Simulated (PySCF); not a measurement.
Working with the constants of BPd

PBE0 constants of BPd, ²Σ⁺ (doublet), unpaired electrons σ ↑ (PySCF, scalar-relativistic core potentials, basis sets B def2-TZVPP, Pd def2-TZVPP with ECP28; masses 11.0093 and 105.9035 u):

- ωe: 772.5 cm⁻¹
- ωexe: 4.42 cm⁻¹
- Be: 0.53968 cm⁻¹
- αe: 0.00439 cm⁻¹
- D (centrifugal): 1.05e-06 cm⁻¹
- De to B + Pd (4d10): 3.90 eV

**Question.** Give the vibrational terms G(v) and spacings up to v = 6.

**Answer.** G(v) = ωe(v+½) − ωexe(v+½)².

```tsv
v	G(v) (cm⁻¹)	G(v) − G(v−1)	Bv (cm⁻¹)
0	385.1		0.5375
1	1148.8	763.7	0.5331
2	1903.6	754.8	0.5287
3	2649.6	746.0	0.5243
4	3386.7	737.1	0.5199
5	4115.0	728.3	0.5155
6	4834.5	719.5	0.5111
```

**Question.** How well does the Morse estimate ωe²/(4ωexe) reproduce De, and what is D0?

**Answer.** It gives 4.18 eV, 107 % of the computed De. D0 = De − G(0) = 3.90 − 0.05 = 3.85 eV.

The metal atom is held in its measured ground configuration; semilocal functionals can put another filling of s and d lower by some tenths of an eV, and De to that atom would be smaller. Spin–orbit coupling is left out, which matters for elements this heavy, above all for dissociation energies. The state is the lowest single determinant that the PBE0 search found; with open d or f shells the true ground state can be another one.
